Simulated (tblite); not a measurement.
Run record: tight-binding relaxation, `[H]/[C]=C\BF` [radical].

Computed with GFN2-xTB geometry optimisation, gas phase (tblite 0.8.0). Start geometry: from a force field or distance geometry. The input is one job of a driver script: a line of settings, then coordinates in Å.

Command:
```bash
OMP_NUM_THREADS=1 python probes_run.py task.json out
```

Input:
```
{"job": {"kind": "relax", "xc": "GFN2-xTB", "basis": "xTB"}, "charge": 0, "multiplicity": 2}
C      1.587800    -0.022400    -0.200900
C      0.398600     0.592500    -0.063300
B     -0.826200    -0.346700     0.157300
F     -1.795800    -0.318000    -0.939900
H      1.554500    -1.106400    -0.152600
H      0.305100     1.674600    -0.079700
H     -1.220800    -0.468800     1.252000
```

**Question.** What does the run print?

**Answer.** 
```
step      E/eV     max force
  0    -317.03370    3.712
  1    -317.41073    2.609
  2    -317.55187    3.386
  3    -317.66397    1.246
  4    -317.74358    0.742
  5    -317.79711    0.730
  6    -317.81411    0.493
  7    -317.82926    0.413
  8    -317.84044    0.428
  9    -317.85181    0.421
... (46 lines left out)
 56    -317.98902    0.189
 57    -317.99134    0.095
 58    -317.99185    0.208
 59    -317.99257    0.057
 60    -317.99277    0.044
 61    -317.99294    0.042
 62    -317.99299    0.034
 63    -317.99311    0.034
 64    -317.99320    0.030
 65    -317.99323    0.009
```

«max force» is the largest atomic force in eV/Å.

**Question.** From which step on does the largest force stay under 0.1 eV/Å, and how much energy is left to gain from there?

**Answer.** From step 59 (0.057 eV/Å), 0.7 meV above the end.

Main results: energy lowered by 22.1 kcal/mol over 65 steps; largest atomic force 0.009 eV/Å at the end.

**Question.** Where do the atoms end?

**Answer.** 0.689 Å rms from the input after alignment:
```
atom  x, y, z in Å
C1     1.5598   -0.0097    0.0024
C2     0.3778    0.4824   -0.2341
B3    -0.9858   -0.2022    0.0921
F4    -2.0915    0.4370   -0.2219
H5     1.9359   -0.9111    0.4359
H6     0.2997    1.4605   -0.7038
H7    -1.0925   -1.2520    0.6023
```

On one thread, Intel Xeon Platinum 8259CL at 2.50 GHz (x86_64), shared host with 96 logical CPUs at a one-minute load of 35, this took 0.25 s of wall time.
Labels such as C1 count atoms from 1, the log's own numbers from 0.
